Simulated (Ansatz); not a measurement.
System: sum formula H$_{4}$SiSO$_{3}$, net charge 0, singlet state. SMILES: O[Si](O)(O)S
Structure (B3LYP-D3(BJ)/def2-TZVP (Ansatz, a quantum-chemistry and plane-wave program) minimum search):
```
Si
O 1 1.6334
H 2 0.9620 1 116.64
O 1 1.6350 2 106.08 3 -30.27
H 4 0.9607 1 117.97 2 172.21
O 1 1.6385 2 115.47 3 87.48
H 6 0.9608 1 117.95 2 66.16
S 1 2.1335 2 107.31 3 -154.56
H 8 1.3437 1 94.34 2 40.82
```

Property: atomisation energy (electronic, to ground-state atoms); the coupled-cluster value holds the core correlation from cc-pwCVTZ, in kcal/mol. Valence correlation only, unless marked. Open shells are spin-unrestricted. No spin-orbit coupling. Non-relativistic. Basis-set limits of correlation are two-point, X^-3; Hartree-Fock from the larger set.

Level to compare with: CCSD(T)/CBS(aug-cc-pV(T+d)Z,aug-cc-pV(Q+d)Z) plus the core term (Ansatz), 845.6 kcal/mol. It is a level with limits of its own, and the differences hold the functionals' basis error too.

Question: Rank these functionals by how close they come to CCSD(T)/CBS(aug-cc-pV(T+d)Z,aug-cc-pV(Q+d)Z), closest first: r2SCAN0/def2-TZVPD (Ansatz); PBE/def2-TZVPD (Ansatz); wB97M-V/def2-TZVPD (Ansatz); BLYP/def2-TZVPD (Ansatz).

Answer: PBE/def2-TZVPD (GGA, 839.4 kcal/mol, difference -6.2), wB97M-V/def2-TZVPD (range-separated hybrid meta-GGA with VV10, 838.0 kcal/mol, difference -7.6), BLYP/def2-TZVPD (GGA, 818.0 kcal/mol, difference -27.6), r2SCAN0/def2-TZVPD (hybrid meta-GGA, 814.1 kcal/mol, difference -31.5)
